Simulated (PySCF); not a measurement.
Cu₂, SMILES [Cu][Cu], multiplicity 1. Geometry optimised at B3LYP-D3(BJ)/def2-TZVP. The spin state was assumed, not searched.

**Question.** Give the equilibrium geometry at B3LYP-D3(BJ)/def2-TZVP (PySCF confirms it by a frequency run) as bond lengths and angles, and its point group. (Estimate from the structure and the level; the computed values follow.)

**Answer.** point group D∞h.
Atoms: Cu1 Cu2. Bonds (Å): Cu1–Cu2 2.291.
